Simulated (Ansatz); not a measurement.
The inner images of a band of C₃H₅BrO (10 atoms, charge 0, multiplicity 1) are given out of order.

These are results of RKS r2SCAN-D4/def2-SVP (Ansatz 0.2.0), not measurements.

First end point:

```xyz
10
Properties=species:S:1:pos:R:3
C -1.194 -0.784 0.096
C -0.260 0.284 0.570
C 0.871 0.606 -0.074
O 1.258 0.068 -1.246
Br 2.045 1.969 0.595
H -2.175 -0.360 -0.184
H -0.790 -1.311 -0.780
H -1.384 -1.524 0.891
H -0.506 0.845 1.474
H 2.217 0.156 -1.340
```

Last end point:

```xyz
10
Properties=species:S:1:pos:R:3
C -1.041 -0.749 0.020
C -0.182 0.353 0.558
C 0.992 0.735 0.025
O 1.618 0.231 -1.054
Br 2.006 2.146 0.777
H -2.043 -0.379 -0.259
H -0.622 -1.235 -0.878
H -1.192 -1.546 0.769
H -0.528 0.888 1.445
H 1.076 -0.495 -1.399
```

Put them in order from the first end to the last, with their energies above the first end.
A.
```xyz
10
Properties=species:S:1:pos:R:3
C -1.067 -0.739 0.011
C -0.197 0.354 0.551
C 0.945 0.764 -0.026
O 1.547 0.258 -1.123
Br 1.927 2.235 0.670
H -2.116 -0.404 -0.046
H -0.772 -1.046 -1.005
H -1.061 -1.636 0.656
H -0.504 0.858 1.471
H 1.381 -0.696 -1.155
```
B.
```xyz
10
Properties=species:S:1:pos:R:3
C -1.193 -0.776 0.087
C -0.273 0.308 0.553
C 0.869 0.616 -0.077
O 1.271 0.062 -1.236
Br 2.034 1.992 0.589
H -2.215 -0.390 -0.064
H -0.848 -1.214 -0.860
H -1.266 -1.583 0.836
H -0.534 0.884 1.444
H 2.238 0.049 -1.269
```
C.
```xyz
10
Properties=species:S:1:pos:R:3
C -1.119 -0.750 0.044
C -0.241 0.347 0.553
C 0.873 0.735 -0.083
O 1.303 0.234 -1.261
Br 1.954 2.167 0.616
H -2.170 -0.422 -0.007
H -0.808 -1.072 -0.960
H -1.094 -1.628 0.714
H -0.507 0.856 1.483
H 1.891 -0.518 -1.096
```
D.
```xyz
10
Properties=species:S:1:pos:R:3
C -1.147 -0.756 0.057
C -0.260 0.341 0.553
C 0.864 0.695 -0.083
O 1.258 0.178 -1.264
Br 1.988 2.101 0.606
H -2.195 -0.420 -0.005
H -0.831 -1.096 -0.938
H -1.130 -1.622 0.742
H -0.525 0.874 1.470
H 2.062 -0.347 -1.136
```
E.
```xyz
10
Properties=species:S:1:pos:R:3
C -1.097 -0.741 0.024
C -0.217 0.346 0.554
C 0.899 0.758 -0.067
O 1.396 0.269 -1.225
Br 1.935 2.206 0.643
H -2.147 -0.405 -0.021
H -0.796 -1.047 -0.988
H -1.081 -1.632 0.677
H -0.490 0.838 1.491
H 1.682 -0.645 -1.085
```
F.
```xyz
10
Properties=species:S:1:pos:R:3
C -1.043 -0.743 0.012
C -0.198 0.375 0.544
C 0.985 0.741 0.021
O 1.636 0.192 -1.022
Br 1.978 2.188 0.731
H -2.093 -0.422 -0.097
H -0.722 -1.093 -0.984
H -1.047 -1.620 0.684
H -0.558 0.928 1.414
H 1.144 -0.597 -1.299
```
G.
```xyz
10
Properties=species:S:1:pos:R:3
C -1.174 -0.765 0.072
C -0.273 0.329 0.551
C 0.863 0.652 -0.080
O 1.254 0.114 -1.251
Br 2.016 2.039 0.594
H -2.215 -0.413 -0.011
H -0.854 -1.138 -0.910
H -1.180 -1.613 0.780
H -0.539 0.890 1.451
H 2.184 -0.147 -1.192
```

B (+0.4 kJ/mol), G (+2.7 kJ/mol), D (+7.3 kJ/mol), C (+12.1 kJ/mol), E (+14.2 kJ/mol), A (+11.4 kJ/mol), F (+8.9 kJ/mol).

Time of the run: 5.9 min on 2 threads of Arm Neoverse V1 (shared host), peak memory 0.18 GiB.
